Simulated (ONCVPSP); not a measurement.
# What the settings do to the ONCV potential of Ho (Z = 67)

Base potential:

holmium (Ho), optimised norm-conserving Vanderbilt (ONCV), made with ONCVPSP 4.0.1 (Wu-Cohen, scalar-relativistic). Core [Kr] 4d10, reference 4f11 5s2 5p6 6s1 6p1. Waves: 5s+6s: rc 2.45 bohr, ncon 4, nbas 8, qcut 4 1/bohr, 2 projectors; 5p+6p: rc 2.75 bohr, ncon 4, nbas 8, qcut 5.4 1/bohr, 2 projectors; d scattering state at 0.15 Ha: rc 2.75 bohr, ncon 3, nbas 7, qcut 3.7 1/bohr, 3 projectors, debl 2.8 Ha; 4f: rc 0.85 bohr, ncon 4, nbas 9, qcut 22 1/bohr, 2 projectors, debl 1.9 Ha. Local part: polynomial inside 0.65 bohr (lpopt 4, dvloc0 4 Ha). Core correction: Teter function, fcfact 3.25, rcfact 1.7.

In the d channel the program set the typed energies aside and used -0.077, 2.723, 5.523 Ha.

Cutoffs, loose and tight: the cutoffs (Ha) at which the residual kinetic energy of the hardest occupied pseudo-wave falls to 1 and 0.1 mHa per electron. They do not see the model core or the augmentation charge, which bear on the density cutoff. Test errors are all-electron minus pseudo excitation energies from the reference, over the configurations 4f11 5s2 5p6 6s2 6p0; 4f11 5s2 5p6 6s1 6p0; 4f11 5s2 5p6 6s0 6p0; 4f10 5s2 5p6 6s2 6p0. A dash means not determined; rows that change the core or the reference have their own tests.

A true bound ghost makes a file unfit for plane-wave use even where its test errors are small: the radial tests pick states by their node count and pass the ghost by.

```csv
change,outcome,"cutoff, loose","cutoff, tight",bound ghosts,GHOST(+) flags above zero,largest test error (meV)
base,"generated, projector energies reset by the program",190 Ha,215 Ha,"s, p",none,tests left out (the all-electron energies of this program are off by 10 to 40 meV for near-neutral 4f atoms)
"all radii but the core radius scaled by about 0.87 (s 2.14, p 2.40, d 2.40, f 0.74 bohr); local potential polynomial inside 0.56 bohr (lpopt 4, dvloc0 4 Ha)","generated, projector energies reset by the program",209 Ha,239 Ha,"s, p, d, f",s,tests left out (the all-electron energies of this program are off by 10 to 40 meV for near-neutral 4f atoms)
"all radii but the core radius scaled by about 1.18 (s 2.90, p 3.26, d 3.26, f 1.00 bohr); local potential polynomial inside 0.78 bohr (lpopt 4, dvloc0 4 Ha)","generated, projector energies reset by the program",183 Ha,207 Ha,s,"p, d",tests left out (the all-electron energies of this program are off by 10 to 40 meV for near-neutral 4f atoms)
"all radii but the core radius scaled by about 1.30 (s 3.18, p 3.56, d 3.56, f 1.10 bohr); local potential polynomial inside 0.84 bohr (lpopt 4, dvloc0 4 Ha)","generated, projector energies reset by the program",196 Ha,215 Ha,"s, p","d, f",tests left out (the all-electron energies of this program are off by 10 to 40 meV for near-neutral 4f atoms)
```

Q: What comes out with this change to the base: all radii but the core radius scaled by about 1.08 (s 2.64, p 2.96, d 2.96, f 0.92 bohr); local potential polynomial inside 0.70 bohr (lpopt 4, dvloc0 4 Ha)?

A: outcome: generated, projector energies reset by the program; cutoff, loose: 182 Ha; cutoff, tight: 207 Ha; bound ghosts: s, p; GHOST(+) flags above zero: d; largest test error (meV): tests left out (the all-electron energies of this program are off by 10 to 40 meV for near-neutral 4f atoms).

Q: What comes out with this change to the base: all radii but the core radius scaled by about 0.80 (s 1.96, p 2.20, d 2.20, f 0.68 bohr); local potential polynomial inside 0.52 bohr (lpopt 4, dvloc0 4 Ha)?

A: outcome: generated, projector energies reset by the program; cutoff, loose: 222 Ha; cutoff, tight: 539 Ha; bound ghosts: s, p, d; GHOST(+) flags above zero: none; largest test error (meV): tests left out (the all-electron energies of this program are off by 10 to 40 meV for near-neutral 4f atoms).

Reading the sweep of the scale of all radii but the core radius (base = 1) (base included, trends over the rows without a ghost): Bound ghosts are found at 0.8, 0.87, 1, 1.08, 1.18, 1.3. Every judged row has one, so this setting neither creates nor removes them.
